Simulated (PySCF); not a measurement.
SMILES OB(O)O[SiH2]O[Si](F)(F)F (H4BF3O4Si2) at its CAM-B3LYP/def2-SVP optimised geometry (Å):

```
14

Si     0.3281    -1.5802     0.0000
F     -0.1547    -2.3548    -1.3036
F     -0.1598    -2.4107     1.2672
F      1.9198    -1.5802     0.0000
O     -0.2694    -0.0924     0.0000
Si    -0.4764     1.3988     0.6985
O      0.3954     1.3778     2.0989
B      0.6401     2.2993     3.0723
O      0.0687     3.5339     2.9247
O      1.4293     1.9195     4.1105
H     -1.9198     1.5703     0.9718
H      0.0469     2.4107    -0.2443
H      0.2462     4.1796     3.6146
H      1.5915     2.5836     4.7859
```

Calculation: CAM-B3LYP/def2-TZVP (PySCF 2.14.0). Cells within 0.4 Å of a nucleus heavier than hydrogen are left out (blank, or x).

Map of the HOMO amplitude (bohr^(-3/2)) on the plane z = 0.0 Å; orbital energy -10.53 eV, overall sign arbitrary:

```
|666666666666666666666666666|
|666666666666666666666666666|
|666666666666666666666666666|
|666666666666555666666666666|
|666677776665444566666666666|
|666777777654323456666666666|
|667777777654101456666666666|
|667777787764202456666666666|
|667777888864323456666666666|
|667777888875445566666666666|
|667777788876666666666666666|
|667777777776777777666666666|
|666777777665798777766666666|
|666677776653xx9877766666666|
|666666666652xx9877666666666|
|666666666654567776666666666|
|666666666655567776666666666|
|6666666666666xx666xx6666666|
|6666666666666xxx66xx7766666|
|666666666666666666777766666|
|666666666666666667777766666|
|666666666666666666777666666|
|666666666666666666666666666|
|666666666666666666666666666|
|666666666666666666666666666|
|666666666666666666666666666|
|666666666666666666666666666|
```
Scale: ten equal steps from -0.199 (start of '0') to 0.090 (end of '9'), in the order '0123456789'; x runs from -4.50 to 4.50, y from -4.50 (bottom) to 4.50 (top).
